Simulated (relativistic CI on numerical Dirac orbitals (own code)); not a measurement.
**Mn⁴⁺: M2,3 absorption edge**

Computed with this model: Dirac-Coulomb-Breit CI, separate exchange-only KLI orbitals for each configuration, model QED (radiative potential, 1s self-energy scaled to tabulated hydrogen-like ionisation energies), multiplet model of core-to-valence dipole absorption, unscaled Slater integrals; configurations [Ar] 3d3 → [Ne] 3s2 3p5 3d4; 300 K; Lorentzian 1.2 eV and Gaussian 0.3 eV FWHM. Energies are those of the free ion, without screening or charge transfer. The branching ratio is the share of the lower-energy edge in the whole absorption, uncertain by about 0.02 where the edges overlap. S is read from ⟨S²⟩ = S(S + 1).

Field parameters in Wybourne normalisation: D3d B²₀ = −7Dσ, B⁴₀ = −14Dq − 21Dτ, B⁴₃ = −14√(10/7) Dq. The field is a parameter set, without covalency.

free ion: ground-state S = 1.50, centroid 62.93 eV. Peaks (eV, height): 50.2 (6), 55.8 (36), 57.2 (65), 62.5 (100), 70.0 (98).

D3d, 10Dq = 20700, Dσ = -1200, Dτ = 170 cm⁻¹: ground-state S = 1.50, centroid 63.49 eV. Peaks (eV, height): 49.5 (9), 51.0 (14), 58.0 (100), 60.8 (36), 64.8 (70), 66.5 (78), 72.8 (88).

Strongest unbroadened transitions for D3d, 10Dq = 20700, Dσ = -1200, Dτ = 170 cm⁻¹:

| Energy (eV) | Relative strength |
| --- | --- |
| 57.82 | 22.0 |
| 57.83 | 25.6 |
| 57.87 | 34.0 |
| 57.90 | 25.8 |
| 58.09 | 19.9 |
| 64.43 | 25.1 |
| 64.55 | 24.5 |
| 64.60 | 26.0 |
| 64.79 | 57.1 |
| 66.41 | 25.9 |
| 66.45 | 30.8 |
| 66.52 | 22.6 |
| 66.57 | 21.8 |
| 72.72 | 100.0 |
| 72.94 | 39.7 |
| 72.98 | 25.5 |
| 73.02 | 35.0 |
| 73.07 | 31.5 |
